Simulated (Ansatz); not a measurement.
The Sn1–Cl3 bond of ClHSn (SMILES [Cl][SnH]) is stretched (multiplicity 1, the rest rigid).
Geometry at rest (charge 0, multiplicity 1):
```
atom    x (Å)    y (Å)    z (Å)
----  -------  -------  -------
Sn    -0.3048  -0.3003   0.4177
H     -1.4223  -0.9435  -0.8190
Cl     0.9802   0.9387  -1.1802
```

Frozen-core correlation. Filled d and f shells under p-block atoms count as core.

Codes used: Ansatz (a program for electronic structure).  In def2 rows elements past Kr take small-core potentials, without spin–orbit coupling.

Energies above the point at 2.396 Å (the B3LYP-D3(BJ) bond length), FIC-MRCISD+Q on CASSCF(6,4)/def2-TZVPP (kcal/mol): 10.06 at 2.156 Å; 6.74 at 2.635 Å; 88.60 at 7.667 Å.

Take the last value as the depth D of a Morse curve D(1 − e^(−a(R − R₀)))², fit a and R₀ to the two near points, and test it at 3.234 and 4.193 Å.


With D = 88.6, both near points (counted from the curve's value at 2.396 Å) are met by a = 1.28 Å⁻¹ and R₀ = 2.383 Å, so k = 2Da² = 290 kcal/(mol Å²). The curve then gives 39.0 and 72.0 kcal/mol; the level itself gives 38.1 and 76.4, so Morse is off by 0.8 and -4.5.

Doubts at one or more of the structures used: active orbitals that take no part (FIC-MRCISD+Q on CASSCF(6,4)/def2-TZVPP).
